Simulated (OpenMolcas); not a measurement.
Ta3+: moving the ligands

Ta3+ with 6 ligands (fluoride) in octahedral coordination (Oh) at 2.03 Å. A charge of +0.5 e stands 2.4 Å behind each ligand. Ligand basis ANO-RCC-VDZP.

```json
{
 "Program": "OpenMolcas 26.06",
 "Method": "SS-CASPT2, IPEA 0.25 Eh, imaginary shift 0.1 Eh (the lowest 17 gerade and 18 ungerade orbitals frozen, chosen by energy and not by shell, so the metal 5p can be frozen and 4f correlated)",
 "Basis": "ANO-RCC-VDZP [7s6p4d2f1g]",
 "Scalar Hamiltonian": "DKH2, point nucleus",
 "Active space": "2 electrons in 5 orbitals (5d)",
 "State averaging": "2S+1 = 3 even, 10 roots; 2S+1 = 1 even, 15 roots",
 "Spin-orbit coupling": "state interaction with AMFI integrals over the reference wave functions"
}
```

Runs around this geometry, states (labels of O, the rotations of Oh). Energies in cm-1 above the lowest state or level, χT in cm3 K/mol; under a threefold ground state the first gap can be a small split of the lowest multiplet, not the spin-orbit step; 10Dq and B are least-squares fits to the states below 45000 cm-1, weighted by degeneracy, with a free offset, and given where the rms deviation is under 5 % of |10Dq| (or 100 cm-1) and under 700 cm-1.

```json
{"R (Å)": "2", "Ground state": "3T1", "First state of that spin": "3T2 29310", "10Dq": "30301", "B (rms of fit)": "518 (113)", "First gap with spin-orbit (degeneracies)": "210 (2, 3)", "χT at 300 K": "0.158", "First state of another spin": "1E 8440"}
{"R (Å)": "2.03", "Ground state": "3T1", "First state of that spin": "3T2 27610", "10Dq": "28569", "B (rms of fit)": "537 (140)", "First gap with spin-orbit (degeneracies)": "220 (2, 3)", "χT at 300 K": "0.150", "First state of another spin": "1T2 8620"}
{"R (Å)": "2.08", "Ground state": "3T1", "First state of that spin": "3T2 24890", "10Dq": "26103", "B (rms of fit)": "535 (284)", "First gap with spin-orbit (degeneracies)": "250 (2, 3)", "χT at 300 K": "0.138", "First state of another spin": "1T2 9790"}
```

Taking |10Dq| as R^-n, n = -ln(26103 / 30301) / ln(2.08 / 2) = 3.8 between the shortest and longest distance. The point-charge formula for a cubic d site gives n = 5.

Roots that are degenerate in the reference are averaged as groups; the widest CASPT2 spread within a group is 170 cm-1 (the 3-fold group of multiplicity 1 near 36600 cm-1 above the lowest state of its run, R = 2.03). Shifts and gaps below about the spread of the groups concerned are not significant. Over all roots computed the reference weight is 0.73 to 0.74 in R = 2, 0.73 to 0.74 in R = 2.03, 0.73 to 0.74 in R = 2.08; a low but even weight reflects the number of correlated electrons. An orbital triplet at a regular site is open to Jahn-Teller coupling, which can distort the site and quench the lowest spin-orbit gaps and is left out. Ligand-to-metal charge-transfer states are missing. With no ligand orbital active B as a rule stays too high, so bands that hang on it stand too high and its fall with covalency is understated. With one d shell and no ligand orbital active, 10Dq can be off by a tenth or more. The least metal-like active orbital is 78 % on the metal (Löwdin) and no ligand orbital is active, so the numbers are rough (holds for R = 2). The least metal-like active orbital is 79 % on the metal (Löwdin) and no ligand orbital is active, so the numbers are rough (holds for R = 2.03). The least metal-like active orbital is 81 % on the metal (Löwdin) and no ligand orbital is active, so the numbers are rough (holds for R = 2.08). No measured value stands beside these numbers; the geometry was imposed, not optimised, and the real ion may take another.
